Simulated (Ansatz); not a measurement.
`[F][Ga]([F])[SeH]` and `[F][Al]([F])[SeH]` differ in one element.

Ansatz, PBE0-D4/def2-TZVP geometries, multiplicity 1. Each molecule was computed in one conformer, which needn't be the lowest.

Scalar relativity is left out up to krypton.

| property | `[F][Ga]([F])[SeH]` |
| --- | --- |
| LUMO energy (PBE0/def2-TZVPP) / eV | -1.75 |
| HOMO–LUMO gap (PBE0/def2-TZVPP) / eV | 6.42 |
| HOMO energy (PBE0/def2-TZVPP) / eV | -8.17 |
| ideal-gas entropy at 298 K and 1 bar (rigid rotor, harmonic PBE0-D4/def2-TZVP) / J/(mol·K) | 342 |
| HOMO energy (ωB97M-V/def2-TZVPP) / eV | -10.32 |
| LUMO energy (ωB97M-V/def2-TZVPP) / eV | 0.15 |

Question: What does the change do to each property? (Estimate.)

Answer: Ansatz gave: 
```csv
property,`[F][Al]([F])[SeH]`,shift
LUMO energy (PBE0/def2-TZVPP) / eV,-1.17,0.58
HOMO–LUMO gap (PBE0/def2-TZVPP) / eV,6.74,0.32
HOMO energy (PBE0/def2-TZVPP) / eV,-7.91,0.26
"ideal-gas entropy at 298 K and 1 bar (rigid rotor, harmonic PBE0-D4/def2-TZVP) / J/(mol·K)",329,-13
HOMO energy (ωB97M-V/def2-TZVPP) / eV,-10.03,0.29
LUMO energy (ωB97M-V/def2-TZVPP) / eV,0.48,0.33
```

With PBE0 the HOMO rises by 0.26 eV and the LUMO rises by 0.58 eV, so the gap widens by about 0.32 eV. PBE moves the HOMO by 0.23 eV and ωB97M-V by 0.29 eV.

Spin–orbit coupling is left out; it splits and shifts lone-pair levels of the heavy atoms by tenths of an eV.
